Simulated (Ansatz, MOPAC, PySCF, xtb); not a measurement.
Two conformers of C2H6BF (SMILES CCBF), B3LYP-D3(BJ)/def2-TZVP minima.
Conformer 1 (charge 0, multiplicity 1):
```tsv
atom	x (Å)	y (Å)	z (Å)
C	-1.1887	0.2189	-0.1433
C	0.1073	-0.5696	0.0614
B	1.4314	0.2473	0.1276
F	1.4169	1.5738	0.0090
H	-1.3452	0.9375	0.6629
H	-2.0584	-0.4392	-0.1761
H	-1.1637	0.7843	-1.0763
H	0.2362	-1.3237	-0.7280
H	0.0581	-1.1734	0.9787
H	2.5062	-0.2559	0.2843
```
Conformer 2 (charge 0, multiplicity 1):
```xyz
10

C     -1.18824     0.02620     0.31701
C      0.06778    -0.16221    -0.53954
B      1.42320     0.15341     0.16284
F      2.52772     0.27766    -0.57190
H     -1.13637    -0.56947     1.23046
H     -2.09141    -0.26792    -0.21995
H     -1.30905     1.06899     0.61727
H      0.14142    -1.20982    -0.87009
H      0.00149     0.40954    -1.47241
H      1.56346     0.27362     1.34632
```

No zero-point or thermal terms.

Correlated levels freeze the cores. The state reached by PM3 isn't checked.

Run with Ansatz (an electronic-structure program) with Gaussian orbitals; MOPAC for PM3 (differences of heats of formation); PySCF for the dispersion terms; xtb for the GFN methods. Each number belongs to the level named beside it.

| level | electronic energy of conformer 2 less that of conformer 1 (kcal/mol) |
|---|---|
| PM3 | 0.18 |
| GFN1-xTB | 0.26 |
| BLYP-D4/def2-TZVPP | [?] |
| B3LYP/def2-TZVPP | 0.44 |
| CAM-B3LYP-D3(BJ)/def2-TZVPP | 0.51 |
| MP2/cc-pVDZ | [?] |
| MP2/cc-pVTZ | 0.50 |
| SCS-MP2/cc-pVTZ | 0.44 |
| CCSD/cc-pVTZ | 0.44 |

Question: Fill in the missing entries.

Answer: 
- BLYP-D4/def2-TZVPP, electronic energy of conformer 2 less that of conformer 1 (kcal/mol): 0.61
- MP2/cc-pVDZ, electronic energy of conformer 2 less that of conformer 1 (kcal/mol): 0.36
